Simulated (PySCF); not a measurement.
Compounds:

A. `InChI=1S/C8H14O/c1-8(2)5-6-3-4-7(8)9-6/h6-7H,3-5H2,1-2H3/t6-,7+/m0/s1`
B. `C1C2(CCC[C@@H](O)C2)C1`
C. `C#C[SiH2][Si@H]1C[C@@H](/C=N/C)C1`

Spectrum 1. $^{1}$H NMR (400 MHz, computed): δ 3.60 (m, 1H), 2.26 (m, 1H), 1.74 (m, 1H), 1.61 (m, 1H), 1.52 (m, 1H), 1.36 (m, 1H), 1.26 (m, 1H), 0.84 (m, 1H), 0.69 (m, 1H), 0.33 (m, 1H), 0.29 (m, 1H), 0.24 (m, 1H), 0.23 (m, 1H), -0.11 (br s, 1H). $^{13}$C{$^{1}$H} NMR (computed): δ 74.3 (CH), 50.7 (CH2), 41.6 (CH2), 38.8 (CH2), 27.7 (CH2), 20.4 (C), 14.7 (CH2), 13.7 (CH2).

Spectrum 2. $^{1}$H NMR (400 MHz, computed): δ 8.59 (d, 1H), 5.34 (m, 1H), 4.53 (m, 2H), 3.49 (s, 3H), 3.09 (m, 1H), 1.80 (t, 1H), 1.78 (m, 2H), 1.00 (m, 2H). $^{13}$C{$^{1}$H} NMR (computed): δ 182.2 (CH), 101.4 (CH), 91.1 (C), 49.9 (CH3), 41.8 (CH), 20.3 (CH2).

Spectrum 3. $^{1}$H NMR (400 MHz, computed): δ 4.42 (m, 1H), 3.77 (m, 1H), 1.79 (m, 1H), 1.72 (m, 1H), 1.62 (m, 1H), 1.52 (m, 1H), 1.19 (m, 1H), 1.08 (s, 3H), 1.03 (s, 3H), 0.90 (m, 1H). $^{13}$C{$^{1}$H} NMR (computed): δ 87.9 (CH), 80.4 (CH), 50.0 (CH2), 42.1 (C), 33.1 (CH2), 32.0 (CH3), 27.4 (CH2), 27.2 (CH3).

[PySCF 2.14: geometry from GFN2-xTB; σ from GIAO-PBE0/pcSseg-1; non-relativistic; one averaged value for each set of equivalent atoms; in vacuum; one computed conformer]

References, each an isolated molecule treated in the same way: $^{1}$H and $^{13}$C vs TMS. Where no couplings were computed, multiplicities follow the n + 1 count of equivalent neighbours, and m marks all less simple cases (inequivalent or close neighbours, rings, F or P nearby). Shifts are as computed. Against solution values, carbons near 30 ppm lie about +3 ppm off and those near 130 ppm about +5 ppm. Of 1211 compounds with measured shifts, 218 miss one by over three times the rms of a fit or turn the order of signals round; such compounds aren't used in these exercises. OH and NH positions are gas-phase values without hydrogen bonding to other molecules.

**Question.** Match each spectrum to its structure.

**Answer.** 1–B, 2–C, 3–A.

- Spectrum 1 (B): 8 $^{13}$C signals; δC 74.3 is an sp3 CH bonded to O; δC 50.7 is an sp3 CH2 in a ring.
- Spectrum 2 (C): 6 $^{13}$C signals; δC 101.4 is a terminal alkyne carbon; δC 91.1 is an alkyne carbon.
- Spectrum 3 (A): 8 $^{13}$C signals; δC 87.9 is an sp3 CH bonded to O; δC 80.4 is an sp3 CH bonded to O.
